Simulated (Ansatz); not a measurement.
`[OH][Al]([SH])[O][SiH3]` + `F[SiH]([SiH3])Cl` → `F[Si]([SiH3])([SiH3])Cl` + `[OH][Al]([OH])[SH]`  (formal exchange of groups at the Si–O bond)

Computed with Ansatz on PBE0-D4/def2-TZVP structures; ΔE is electronic, products minus reactants. CCSD(T)/CBS is the MP2 limit (def2-TZVPP, def2-QZVPP) plus CCSD(T) − MP2 in def2-TZVPP, frozen cores. This one scheme is used for every species. Functionals use def2-TZVPP. Each species was taken in one conformer, which may not be the lowest.

| level | ΔE (kcal/mol) |
| --- | --- |
| LDA (SPW92) | 20.5 |
| r2SCAN0-D4 | 26.4 |
| ωB97X-V | 26.3 |
| PBE | 20.5 |
| BHLYP | 30.7 |
| CAM-B3LYP | 29.0 |
| LC-ωPBE | 25.3 |
| CCSD(T)/def2-TZVPP | 27.5 |

**Question.** What does CCSD(T)/CBS give? (Best estimate.)

**Answer.** The calculation gave: +26.8 kcal/mol. The listed levels differ from it by -6.3, -0.4, -0.5, -6.3, 3.9, 2.2, -1.5, 0.7 kcal/mol.

Largest T1 diagnostic among the species: 0.013.

From BLYP to BHLYP (50 % exact exchange), in def2-TZVPP and without D4, ΔE moves by +5.1 kcal/mol. Leaving LDA and LC-ωPBE aside and taking each functional with its dispersion term where it has one, the values, not all of them listed here, spread over 9.8 kcal/mol, from revPBE-D4 to BHLYP-D4. In def2-TZVPP, CCSD(T) changes the Hartree–Fock value by −7.8 kcal/mol (the triples alone add −1.2 kcal/mol) and MP2 by −6.4 kcal/mol.
